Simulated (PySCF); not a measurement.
BrZrN + HCl → ClZrN + HBr

Level: PBE0 in the def2-TZVP basis family, computed in PySCF with density fitting; scalar-relativistic core potentials for atoms from Rb on, none lighter, no spin–orbit coupling; open shells unrestricted.

```json
{"species": "BrZrN", "state and structure": "singlet, Cs, Zr–Br 2.568 Å, Zr–N 1.687 Å; Br–Zr–N 113.2°", "E (Eh)": "-2675.61036", "ZPE (kJ/mol)": "8.9", "H(298 K) − H(0) (kJ/mol)": "12.9", "S° (J/(mol K))": "302.2"}
{"species": "HCl", "state and structure": "singlet, C∞v, H–Cl 1.279 Å", "E (Eh)": "-460.66440", "ZPE (kJ/mol)": "17.9", "H(298 K) − H(0) (kJ/mol)": "8.7", "S° (J/(mol K))": "186.6"}
{"species": "ClZrN", "state and structure": "singlet, Cs, Zr–Cl 2.410 Å, Zr–N 1.689 Å; Cl–Zr–N 112.1°", "E (Eh)": "-561.81298", "ZPE (kJ/mol)": "9.6", "H(298 K) − H(0) (kJ/mol)": "12.4", "S° (J/(mol K))": "290.3"}
{"species": "HBr", "state and structure": "singlet, C∞v, H–Br 1.421 Å", "E (Eh)": "-2574.45811", "ZPE (kJ/mol)": "16.0", "H(298 K) − H(0) (kJ/mol)": "8.7", "S° (J/(mol K))": "198.5"}
```

(1) What is the electronic reaction energy?

(2) Add zero-point, thermal and entropy terms for 298.15 K and 1 bar.

Answers

(1) At PBE0/def2-TZVP, ΔE = 9.6 kJ/mol from the differences of the total energies times 2625.5, uphill. 

(2) ΔZPE = -1.2 and Δ[H(298) − H(0)] = -0.5 kJ/mol give ΔH° = 7.9 kJ/mol. ΔS° = 0.0 J/(mol K), so ΔG° = 7.9 − 298.15 × (0.0000) = 8 kJ/mol and log₁₀K = -1.4.

Each species is the lowest minimum found with this bonding; other isomers or fragments can lie lower.
